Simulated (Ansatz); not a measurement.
The cluster Sb3⁺. Charge 1, multiplicity 1. Geometry PBE-D4/def2-SVP.

Cartesian coordinates in Å:
```
Sb -0.684 0.619 -1.302
Sb -0.903 -0.648 1.144
Sb 1.587 0.029 0.158
```

In the def2 sets Sb takes a core potential; there is no spin–orbit coupling. The structure comes from a short search, and lower isomers may exist.

Estimate the orbital energies around the gap (eV) in Ansatz with PBE-D4/def2-SVP, PBE-D4/def2-TZVP, r2SCAN-D4/def2-TZVP, B97M-V/def2-TZVP, PBE0-D4/def2-SVP.


| orbital | PBE-D4/def2-SVP | PBE-D4/def2-TZVP | r2SCAN-D4/def2-TZVP | B97M-V/def2-TZVP | PBE0-D4/def2-SVP |
| --- | --- | --- | --- | --- | --- |
| HOMO−9 | -38.16 | -38.07 | -38.99 | -39.29 | -41.28 |
| HOMO−8 | -38.16 | -38.07 | -38.99 | -39.29 | -41.27 |
| HOMO−7 | -38.08 | -37.99 | -38.91 | -39.20 | -41.19 |
| HOMO−6 | -20.76 | -20.58 | -21.21 | -20.81 | -22.60 |
| HOMO−5 | -17.20 | -17.13 | -17.52 | -16.99 | -18.56 |
| HOMO−4 | -17.20 | -17.13 | -17.52 | -16.99 | -18.56 |
| HOMO−3 | -11.84 | -11.75 | -12.06 | -11.80 | -12.78 |
| HOMO−2 | -11.52 | -11.44 | -11.70 | -11.37 | -12.25 |
| HOMO−1 | -10.93 | -10.87 | -11.12 | -10.91 | -11.83 |
| HOMO | -10.93 | -10.87 | -11.12 | -10.91 | -11.83 |
| LUMO | -8.97 | -8.92 | -8.94 | -8.65 | -8.33 |
| LUMO+1 | -8.97 | -8.92 | -8.94 | -8.65 | -8.33 |
| LUMO+2 | -6.79 | -6.76 | -6.69 | -6.45 | -6.19 |
| LUMO+3 | -6.23 | -6.22 | -5.98 | -5.88 | -5.53 |
| LUMO+4 | -6.23 | -6.22 | -5.98 | -5.88 | -5.53 |
| LUMO+5 | -1.64 | -2.70 | -2.15 | -2.48 | -0.81 |
